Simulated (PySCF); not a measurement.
C₂H₆ClFSi, SMILES C[Si](C)(F)Cl. Geometry: PBE-D3(BJ)/def2-SVP.

Give the equilibrium geometry at PBE-D3(BJ)/def2-SVP (PySCF confirms it by a frequency run) as bond lengths and angles, and its point group. (An estimate is asked for; the answer gives what the named calculation found.)

point group Cs.
Atoms: C1 Si2 C3 F4 Cl5 H6 H7 H8 H9 H10 H11. Bonded distances (Å): C1–Si2 1.865, C1–H6 1.108, C1–H7 1.109, C1–H8 1.109, Si2–C3 1.865, Si2–F4 1.642, Si2–Cl5 2.084, C3–H9 1.108, C3–H10 1.109, C3–H11 1.109. Bond angles (°): Si2–C1–H6 110.6, Si2–C1–H7 110.6, Si2–C1–H8 110.5, H6–C1–H7 108.2, H6–C1–H8 108.4, H7–C1–H8 108.4, C1–Si2–C3 115.0, C1–Si2–F4 108.4, C1–Si2–Cl5 109.1, C3–Si2–F4 108.4, C3–Si2–Cl5 109.1, F4–Si2–Cl5 106.6, Si2–C3–H9 110.6, Si2–C3–H10 110.6, Si2–C3–H11 110.5, H9–C3–H10 108.2, H9–C3–H11 108.4, H10–C3–H11 108.4.
